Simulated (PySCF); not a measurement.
Compound: para-tolunitrile, C₈H₇N.
SMILES: `Cc1ccc(C#N)cc1`

The closed-shell ground state was solved at several levels (PySCF, density fitting, gas phase, non-relativistic). Geometry: PBE0-D3(BJ)/def2-SVP; no solvent, vibrations or thermal averaging.

```tsv
level	basis functions	HOMO (eV)	LUMO (eV)	gap (eV)	dipole (D)
PBE0/pcSseg-1	188	-7.53	-1.50	6.03	5.31
CAM-B3LYP/def2-SVPD	236	-8.69	-0.47	8.22	5.37
B3LYP/pcJ-1	313	-7.29	-1.65	5.64	5.27
```

Q: What might PBE/pcSseg-1 (188 basis functions) give for the same quantities?

A: HOMO -6.54 eV, LUMO -2.33 eV, gap 4.21 eV, dipole 5.19 D.

Q: Over all these levels, which gives the widest orbital gap and which the narrowest?

A: CAM-B3LYP/def2-SVPD (range-separated hybrid) has the widest, 8.22 eV, and PBE/pcSseg-1 (GGA) the narrowest, 4.21 eV. Functional and basis both differ between the two, so the spread mixes both effects.

Q: How far do the dipole and the HOMO energy spread over the levels?

A: The dipole runs from 5.19 to 5.37 D (mean 5.29 D) and the HOMO from -8.69 to -6.54 eV.
